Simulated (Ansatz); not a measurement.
# One arrangement of a pair

The pair of CH$_{4}$ (SMILES C, atoms 1–5) and GeH$_{4}$ (SMILES [GeH4], atoms 6–10), both closed shells, in one local arrangement (a lower one may exist), relaxed at PBE0-D4/def2-TZVP:

```
10
angstrom
C 0.2131 -0.1677 -1.9241
H -0.0958 0.8492 -1.6833
H -0.5458 -0.8698 -1.5794
H 1.1610 -0.3858 -1.4325
H 0.3334 -0.2645 -3.0028
Ge -0.2131 0.1676 1.9233
H -0.2630 1.5602 1.2815
H -0.3865 0.2997 3.4427
H 1.1399 -0.4889 1.6198
H -1.3434 -0.7001 1.3547
```

Computed with Ansatz 0.2.0 (basis: def2-TZVPPD, with def2-QZVPPD for the basis limit); correlated methods freeze the cores. Filled d shells of the heavier atoms are correlated. The def2 sets are not built for correlating such inner shells, so the correlated values are less sure here. B3LYP uses VWN-RPA correlation. Extrapolation: Hartree–Fock as exp(−7.88 √X), correlation as X^−2.97. Interaction energies count from these two fragments, frozen as in the pair, with the counterpoise correction; negative means bound.

(1) What is the interaction energy by CCSD(T) at an estimated basis limit (MP2 extrapolated from triple and quadruple zeta, plus CCSD(T) − MP2 in triple zeta)? (Judge from chemistry; the value comes from the calculation.)

T1 diagnostic: at most 0.012.

Answers

(1) Computed: -0.81 kcal/mol. Hartree–Fock alone gives 0.47 kcal/mol at the basis limit, so without correlation the pair would not bind at this distance. It counts from the two fragments frozen as in the pair.

The same quantity by other methods in triple zeta, and each one's difference from that estimate:
| method | E_int (kcal/mol) | difference |
| --- | --- | --- |
| PBE-D4 | -1.00 | -0.19 |
| revPBE-D4 | -0.89 | -0.08 |
| BLYP-D4 | -0.67 | 0.15 |
| r2SCAN-D4 | -0.68 | 0.14 |
| B97M-V | -0.74 | 0.07 |
| PBE0-D4 | -0.90 | -0.09 |
| B3LYP-D4 | -0.78 | 0.04 |
| HSE06-D4 | -0.90 | -0.09 |
| wB97X-V | -0.81 | 0.00 |
| wB97M-V | -0.74 | 0.08 |
| B2PLYP | -0.01 | 0.80 |
| HF | 0.47 | 1.29 |
| MP2 | -0.65 | 0.17 |
| CCSD | -0.51 | 0.30 |
| CCSD(T) | -0.67 | 0.14 |
Differences are method less estimate.

Basis-set superposition shift (counterpoise-corrected less uncorrected): CCSD(T) 0.49; MP2 0.51; HF 0.09; PBE0-D4 0.08; wB97M-V 0.10 kcal/mol.

For scale, one of the runs: CCSD(T)/def2-TZVPPD, 227 basis functions, launched by `ansatz run in.yaml --threads 4 --pin off --events-out ev --progress --plain --max-ram 9574MiB`. Hardware: 4 CPU threads of an Intel Xeon Platinum 8488C, shared host. Wall time 39 s; peak host memory 3.7 GiB.
